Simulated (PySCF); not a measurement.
29Si chemical shifts

[PySCF: structure optimised with GFN2-xTB; GIAO PBE0/pcSseg-1 shieldings; equivalent nuclei averaged; one computed conformer; no solvent model; no relativistic terms]

Shieldings were converted by a linear fit to measured shifts: 29Si (scatter 8.9 ppm rms, 25.8 ppm with the 6 outliers that the fit left out vs TMS, solution or neat liquid). A few per cent of atoms miss by over 2 rms, more outside the fitted compound classes.

Task: Give the 29Si shifts of `COCS[SiH2][SiH2][SiH3]`, `C=C1[SiH2]OC[Si@]1(C)Cl`, `C=C[C@@](C=O)(C[SiH3])C(=C)C`, `C=C(C)[C@@H]1C=C(OC)C[SiH2]1`.

Result: 
| compound | environment | δ (ppm) |
| --- | --- | --- |
| [CH3:1][O:2][CH2:3][S:4][SiH2:5][SiH2:6][SiH3:7] | Si5: silicon bonded to S, Si, 2 H | -57.6 |
| [CH3:1][O:2][CH2:3][S:4][SiH2:5][SiH2:6][SiH3:7] | Si7: silicon bonded to Si, 3 H | -99.6 |
| [CH3:1][O:2][CH2:3][S:4][SiH2:5][SiH2:6][SiH3:7] | Si6: silicon bonded to 2 Si, 2 H | -104.1 |
| [CH2:1]=[C:2]1[SiH2:3][O:4][CH2:5][Si@:6]1([CH3:7])[Cl:8] | Si6: silicon bonded to 3 C, Cl, in a 5-membered ring | 5.7 |
| [CH2:1]=[C:2]1[SiH2:3][O:4][CH2:5][Si@:6]1([CH3:7])[Cl:8] | Si3: silicon bonded to C, O, 2 H, in a 5-membered ring | -20.8 |
| C=C[C@@](C=O)(C[SiH3])C(=C)C | silicon bonded to C, 3 H | -71.2 |
| C=C(C)[C@@H]1C=C(OC)C[SiH2]1 | silicon bonded to 2 C, 2 H, in a 5-membered ring | -31.7 |
